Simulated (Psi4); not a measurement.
C$_{2}$H$_{7}$BrSn, singlet, geometry from GFN2-xTB (such geometries of metal compounds can be far from the true shape) (core potentials on Sn); PBE/def2-TZVPPD (Psi4).

Here is a job for Psi4.
```
memory 2 GB

molecule mol {
0 1
  Sn   -0.171094   -0.453555    0.566929
  C     1.630286   -1.693095    0.583220
  C    -1.970540   -1.384134   -0.256302
  Br    0.344702    1.461210   -0.940719
  H    -0.458055    0.314548    2.080420
  H     1.513516   -2.513277    1.280640
  H     2.488921   -1.096900    0.870848
  H     1.789710   -2.088027   -0.414902
  H    -2.759307   -0.646587   -0.352763
  H    -2.306211   -2.185534    0.390081
  H    -1.736899   -1.785434   -1.237121
}

set basis def2-tzvppd
set reference rks

energy('pbe')
print_variables()
```

Output, abridged:

```
   => Loading Basis Set <=

    Name: DEF2-TZVPPD
    Role: ORBITAL
    Keyword: BASIS

    !!!  WARNING: ECP capability is in beta. Please check occupations closely.  !!!

         ---------------------------------------------------------
                                   SCF
               by Justin Turney, Rob Parrish, Andy Simmonett
                          and Daniel G. A. Smith
                              RKS Reference
         ---------------------------------------------------------

  ==> Geometry <==

    Molecular point group: c1
    Full point group: C1

    Geometry (in Angstrom), charge = 0, multiplicity = 1:

       Center              X                  Y                   Z               Mass
    ------------   -----------------  -----------------  -----------------  -----------------
         SN          -0.175991867498    -0.514143507551     0.565638063921   119.902201630000
         C            1.625388132502    -1.753683507551     0.581929063921    12.000000000000
         C           -1.975437867498    -1.444722507551    -0.257592936079    12.000000000000
         BR           0.339804132502     1.400621492449    -0.942009936079    78.918337600000
         H           -0.462952867498     0.253959492449     2.079129063922     1.007825032230
         H            1.508618132502    -2.573865507551     1.279349063921     1.007825032230
         H            2.484023132502    -1.157488507551     0.869557063921     1.007825032230
         H            1.784812132502    -2.148615507551    -0.416192936079     1.007825032230
         H           -2.764204867498    -0.707175507551    -0.354053936079     1.007825032230
         H           -2.311108867498    -2.246122507551     0.388790063921     1.007825032230
         H           -1.741796867498    -1.846022507551    -1.238411936078     1.007825032230

  Running in c1 symmetry.

  Rotational constants: A =      0.11994  B =      0.04216  C =      0.03491 [cm^-1]
  Rotational constants: A =   3595.71215  B =   1263.77751  C =   1046.48025 [MHz]
  Nuclear repulsion =  384.987608938720996

  Charge       = 0
  Multiplicity = 1
  Electrons    = 76
  Nalpha       = 38
  Nbeta        = 38

  ==> Algorithm <==

  SCF Algorithm Type is DF.
  DIIS enabled.
  MOM disabled.
  Fractional occupation disabled.
  Guess Type is SAD.
  Energy threshold   = 1.00e-06
  Density threshold  = 1.00e-06
  Integral threshold = 1.00e-12

  ==> Primary Basis <==

  Basis Set: DEF2-TZVPPD
    Blend: DEF2-TZVPPD
    Number of shells: 112
    Number of basis functions: 306
    Number of Cartesian functions: 343
    Spherical Harmonics?: true
    Max angular momentum: 3

  Core potential: DEF2-TZVPPD
    Number of shells: 4
    Number of ECP primitives: 18
    Number of ECP core electrons: 28
    Max angular momentum: 3

  ==> DFT Potential <==

   => LibXC <=

    Version 7.1.2
    S. Lehtola, C. Steigemann, M. J. T. Oliveira, and M. A. L. Marques,  SoftwareX 7, 1–5 (2018) (10.1016/j.softx.2017.11.002)

   => Composite Functional: PBE <=

    PBE GGA Exchange-Correlation Functional

    J.P. Perdew et. al., Phys. Rev. Lett., 77(18), 3865-3868, 1996

    Deriv               =              1
    GGA                 =           TRUE
    Meta                =          FALSE

    Exchange Hybrid     =          FALSE
    MP2 Hybrid          =          FALSE

   => Exchange Functionals <=

    1.0000     XC_GGA_X_PBE

   => Correlation Functionals <=

    1.0000     XC_GGA_C_PBE

   => LibXC Density Thresholds  <==

    XC_GGA_C_PBE:  1.00E-12
    XC_GGA_X_PBE:  1.00E-15

   => Molecular Quadrature <=

    Radial Scheme          =       TREUTLER
    Pruning Scheme         =           NONE
    Nuclear Scheme         =       TREUTLER

    Blocking Scheme        =         OCTREE
    BS radius alpha        =              1
    Pruning alpha          =              1
    Radial Points          =             75
    Spherical Points       =            302
    Total Points           =         238230
[...]

    J tasked:                   Yes
    K tasked:                    No
    wK tasked:                   No
    Algorithm:                 Core
    Schwarz Cutoff:           1E-12
    Mask sparsity (%):       5.9913
    Fitting Condition:        1E-10

   => Auxiliary Basis Set <=

  Basis Set: (DEF2-TZVPPD AUX)
    Blend: DEF2-UNIVERSAL-JKFIT
    Number of shells: 198
    Number of basis functions: 760
    Number of Cartesian functions: 998
    Spherical Harmonics?: true
    Max angular momentum: 5

  Minimum eigenvalue in the overlap matrix is 2.9571667562E-05.
  Reciprocal condition number of the overlap matrix is 2.7459356458E-06.
    Using symmetric orthogonalization.

  ==> Pre-Iterations <==

  SCF Guess: Superposition of Atomic Densities via on-the-fly atomic UHF (no occupation information).

   -------------------------
    Irrep   Nso     Nmo
   -------------------------
     A        306     306
   -------------------------
    Total     306     306
   -------------------------

  ==> Iterations <==

                           Total Energy        Delta E     RMS |[F,P]|

   @DF-RKS iter SAD: -2865.61601574102588   -2.86562e+03   0.00000e+00
   @DF-RKS iter   1: -2867.02047014388245   -1.40445e+00   6.93556e-03 ADIIS/DIIS
   @DF-RKS iter   2: -2863.54518247193209    3.47529e+00   9.07166e-03 ADIIS/DIIS
   @DF-RKS iter   3: -2868.03912397587419   -4.49394e+00   2.73091e-03 ADIIS/DIIS
   @DF-RKS iter   4: -2868.41572650810576   -3.76603e-01   8.64453e-04 ADIIS/DIIS
   @DF-RKS iter   5: -2868.44214382205064   -2.64173e-02   3.45009e-04 ADIIS/DIIS
   @DF-RKS iter   6: -2868.44733919517284   -5.19537e-03   9.80009e-05 DIIS
   @DF-RKS iter   7: -2868.44782121368098   -4.82019e-04   2.59566e-05 DIIS
   @DF-RKS iter   8: -2868.44785581630276   -3.46026e-05   7.67525e-06 DIIS
   @DF-RKS iter   9: -2868.44785849512755   -2.67882e-06   2.28031e-06 DIIS
   @DF-RKS iter  10: -2868.44785871711338   -2.21986e-07   3.25419e-07 DIIS
  Energy and wave function converged.

  ==> Post-Iterations <==

   Electrons on quadrature grid:
      Ntotal   =   76.0000077367 ; deviation = 7.737e-06

    Orbital Energies [Eh]
    ---------------------

    Doubly Occupied:

[...]
    Virtual:

[...]
     306A    113.594105

    Final Occupation by Irrep:
              A
    DOCC [    38 ]
    NA   [    38 ]
    NB   [    38 ]

  @DF-RKS Final Energy: -2868.44785871711338

   => Energetics <=

    Nuclear Repulsion Energy =            384.9876089387209959
    One-Electron Energy =               -4833.6379858176696871
    Two-Electron Energy =                1702.5198767779068021
    DFT Exchange-Correlation Energy =    -122.3173586160710329
    Empirical Dispersion Energy =           0.0000000000000000
    VV10 Nonlocal Energy =                  0.0000000000000000
    Total Energy =                      -2868.4478587171133768

Computation Completed

Properties will be evaluated at   0.000000,   0.000000,   0.000000 [a0]

Properties computed using the SCF density matrix

 Multipole Moments:

 ------------------------------------------------------------------------------------
     Multipole            Electronic (a.u.)      Nuclear  (a.u.)        Total (a.u.)
 ------------------------------------------------------------------------------------

 L = 1.  Multiply by 2.5417464519 to convert [e a0] to [Debye]
 Dipole X            :         -8.5533417            8.3495944           -0.2037473
 Dipole Y            :        -16.3946019           15.2970088           -1.0975931
 Dipole Z            :         30.6528320          -30.1829459            0.4698861
 Magnitude           :                                                    1.2112046

 ------------------------------------------------------------------------------------

  Variable Map:
  ----------------------------------------------------------------------------
[...]
  Array Variable Map:
  ----------------------------------------------------------------------------
[...]
[...]
```
